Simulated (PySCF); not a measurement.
# Correlation energy of Ga(3+) (gallium, charge +3)

Starting occupation: [Ar] 3d10. Calculation: PySCF 2.14, in x2c-SVPall-2c with one added diffuse shell each of s, p, d type (6s7p4d, 47 functions); X2C-1e with screened-nucleus spin-orbit coupling, Gaussian nucleus. Frozen: [Ne]; 18 electrons correlated.

MP2 pair energies summed by pair of shells (mhartree):

```json
{"pair": "3d3/2-3d5/2", "energy": "-67.13", "share (%)": "25.7"}
{"pair": "3d5/2-3d5/2", "energy": "-45.01", "share (%)": "17.3"}
{"pair": "3d5/2-3p3/2", "energy": "-34.18", "share (%)": "13.1"}
{"pair": "3d3/2-3p3/2", "energy": "-24.05", "share (%)": "9.2"}
{"pair": "3d5/2-3p1/2", "energy": "-18.33", "share (%)": "7.0"}
{"pair": "3d3/2-3d3/2", "energy": "-18.20", "share (%)": "7.0"}
{"pair": "3p1/2-3p3/2", "energy": "-13.30", "share (%)": "5.1"}
{"pair": "3p3/2-3p3/2", "energy": "-11.60", "share (%)": "4.4"}
{"pair": "3d3/2-3p1/2", "energy": "-10.57", "share (%)": "4.1"}
{"pair": "3d5/2-3s1/2", "energy": "-6.32", "share (%)": "2.4"}
{"pair": "3d3/2-3s1/2", "energy": "-4.19", "share (%)": "1.6"}
{"pair": "3p3/2-3s1/2", "energy": "-3.08", "share (%)": "1.2"}
{"pair": "3p1/2-3p1/2", "energy": "-2.48", "share (%)": "1.0"}
{"pair": "3p1/2-3s1/2", "energy": "-1.54", "share (%)": "0.6"}
{"pair": "3s1/2-3s1/2", "energy": "-0.90", "share (%)": "0.3"}
```

Total MP2 correlation energy: -260.89 mhartree.

This basis was not built for core-valence correlation, so the inner-shell part is incomplete.
